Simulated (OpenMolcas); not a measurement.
## Lu II: effect of the IPEA shift

```
Program             : OpenMolcas 26.06
Basis               : ANO-RCC-VTZP [8s7p5d3f2g1h]
Scalar Hamiltonian  : DKH2, point nucleus
Active space        : 2 electrons in 11 orbitals (5d 6s 6d)
State averaging     : 2S+1 = 1 even, 6 roots; 2S+1 = 3 even, 5 roots kept (CI in the orbitals of an earlier block)
Spin-orbit coupling : state interaction with AMFI integrals over the reference wave functions, term energies averaged over their components
```

Methods on the same reference wave functions:
A. CASSCF
B. SS-CASPT2, IPEA 0 Eh, imaginary shift 0.1 Eh (closed shells correlated: 5s 5p)
C. SS-CASPT2, IPEA 0.25 Eh, imaginary shift 0.1 Eh (closed shells correlated: 5s 5p)

Energies in eV above 6s2 1S0, the measured ground level; measured values from NIST Handbook of Basic Atomic Spectroscopic Data.

```csv
Level,A,B,C,Measured
6s2 1S0,0.0000,0.0000,0.0000,0.0000
5d 6s 3D1,1.1828,1.438,1.457,1.4625
5d 6s 3D2,1.2793,1.528,1.547,1.5418
5d 6s 3D3,1.5076,1.763,1.782,1.7605
5d 6s 1D2,2.0215,2.158,2.181,2.1490
```

Deviations, from unrounded energies. A percentage is the sum of absolute deviations over the sum of measured energies, with the sign that they share, or ± where signs differ.

```json
{"Against measurement": "mean absolute deviation (cm-1)", "Levels": "4", "A": "1900", "B": "100", "C": "130"}
{"Against measurement": "other configurations (%)", "Levels": "4", "A": "-13.3", "B": "±0.7", "C": "±0.9"}
```

B lies closest to measurement on these levels and A furthest from it. The largest miss of B in the table is 5d 6s 3D1, by -200 cm-1. The ranking rests on the paired levels alone, and a cruder setting can come out closer through cancelling errors.

Between B and C the level of the table that moves most is 5d 6s 1D2, by 180 cm-1 (lowest in B, highest in C). Moves below CASPT2's spread within the term are not significant.

The mean deviations of B to C differ by less than CASPT2's widest spread within a term (28 cm-1), so their order carries little weight.

The lowest spin-free term lies below A's lowest term by 0.208 hartree in B, 0.207 hartree in C.

Term energies are means over components that CASPT2 splits; among the terms shown or strongly mixed into the levels shown the widest spread is 28 cm-1 (5d 6s 3D, C). Terms from blocks run as CI alone lack orbitals of their own. Active for correlation alone: 6d; no level in the range computed is led by a configuration that fills it, so any true level of that kind is missing. Without dynamic correlation excited terms often stand tens of per cent too high (terms of higher spin than the ground term too low), and those without a measured partner can miss by more than the paired ones (holds for A). Computed and measured levels are paired by configuration, term and J; levels that our copy of the source lacks, or whose pairing is in doubt (as where it misses far off the trend of its configuration), stay unpaired and out of the deviations. Only configurations of the active space appear.
